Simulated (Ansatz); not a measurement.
This geometry of BCl₃H₂O (7 atoms, charge 0, multiplicity 1) is a first-order saddle point.

Computed with RKS B3LYP-D4/def2-mTZVP (Ansatz).

```xyz
7
Properties=species:S:1:pos:R:3
B 0.055 -0.356 -0.163
Cl -0.028 0.177 2.141
Cl 1.568 0.302 -0.765
Cl -1.497 0.074 -0.901
O 0.135 -1.737 0.379
H -0.704 -2.214 0.249
H 0.121 -1.276 1.480
```

Question: Which two structures does it join? (They come from a converged band through this point; their orientation in space is the band's.)

Answer: Bonds broken: B1–Cl2, O5–H7. Bonds formed: Cl2–H7. BCl3H2O becomes BCl2HO + ClH.

First end point:

```xyz
7
Properties=species:S:1:pos:R:3
B 0.058 -0.117 0.154
Cl -0.024 0.604 1.842
Cl 1.565 0.263 -0.766
Cl -1.498 0.022 -0.812
O 0.129 -1.757 0.475
H -0.663 -2.172 0.085
H 0.082 -1.874 1.443
```

Last end point:

```xyz
7
Properties=species:S:1:pos:R:3
B -0.162 -0.449 -0.773
Cl 0.884 -0.817 3.371
Cl 1.147 0.721 -0.772
Cl -1.128 -0.735 -2.229
O -0.413 -1.126 0.370
H -1.145 -1.758 0.316
H 0.465 -0.866 2.137
```

Question: How far does it lie above each of them?

Answer: 76.8 kJ/mol above the first and 114.3 kJ/mol above the second. This is the barrier of this one path; another mechanism may lie lower. The orbitals stay closed-shell, which can raise the energy where a bond breaks towards radicals; this wasn't checked here.

The run took 110 s on 4 threads of AMD EPYC 9R45 96-Core Processor (Zen 5), on a shared host, peak memory 0.3 GiB.
